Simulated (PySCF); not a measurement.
Correlation energy of Be (beryllium, neutral)

[He] 2s1 3s1, high-spin 3S determinant (an excited configuration). Calculation: PySCF 2.14, in aug-cc-pCVTZ-DK with one added diffuse shell each of s, p, d, f type (8s7p5d3f, 75 functions); the spin-free X2C one-electron Hamiltonian (Gaussian nucleus). Frozen: nothing; 4 electrons correlated.

| level | correlation energy (mhartree) |
| --- | --- |
| CCSD | -48.02 |
| (T) | -0.08 |
| CCSD(T) | -48.10 |

Diagnostics: T1 = 0.016, D1 = 0.0464, largest double amplitude 0.064.

The outer electron is Rydberg-like, and this basis confines it to a smaller radius and binds it less than a complete one would.

Cost of the coupled-cluster step: roughly 15 core-seconds, for 4 correlated electrons.

Iterations:

```
CC2 = 0
CCSD nocc = (np.int64(3), np.int64(1)), nmo = (75, 75)
frozen orbitals [[], []]
max_cycle = 100
direct = 0
conv_tol = 1e-08
conv_tol_normt = 1e-06
diis_space = 8
diis_start_cycle = 0
Init t2, MP2 energy = -0.0418185468923239
Init E_corr(UCCSD) = -0.041818546939753
cycle = 1  E_corr(UCCSD) = -0.0458853547104745  dE = -0.00406680777  norm(t1,t2) = 0.0320792
cycle = 2  E_corr(UCCSD) = -0.0468015160965596  dE = -0.000916161386  norm(t1,t2) = 0.0217732
cycle = 3  E_corr(UCCSD) = -0.0481175405083169  dE = -0.00131602441  norm(t1,t2) = 0.015124
cycle = 4  E_corr(UCCSD) = -0.0479898221591932  dE = 0.000127718349  norm(t1,t2) = 0.00165283
cycle = 5  E_corr(UCCSD) = -0.048026845358664  dE = -3.70231995e-05  norm(t1,t2) = 0.000318837
cycle = 6  E_corr(UCCSD) = -0.0480277579879619  dE = -9.12629298e-07  norm(t1,t2) = 0.00073199
cycle = 7  E_corr(UCCSD) = -0.0480181926345354  dE = 9.56535343e-06  norm(t1,t2) = 0.000259782
cycle = 8  E_corr(UCCSD) = -0.0480198521206867  dE = -1.65948615e-06  norm(t1,t2) = 3.1785e-05
cycle = 9  E_corr(UCCSD) = -0.0480192063783477  dE = 6.45742339e-07  norm(t1,t2) = 1.98452e-05
cycle = 10  E_corr(UCCSD) = -0.0480189876206347  dE = 2.18757713e-07  norm(t1,t2) = 2.84646e-06
cycle = 11  E_corr(UCCSD) = -0.048018977857259  dE = 9.76337573e-09  norm(t1,t2) = 2.26378e-07
UCCSD converged
E(UCCSD) = -14.42786859842596  E_corr = -0.04801897785725901
UCCSD(T) correction = -8.4772914374494e-05
```
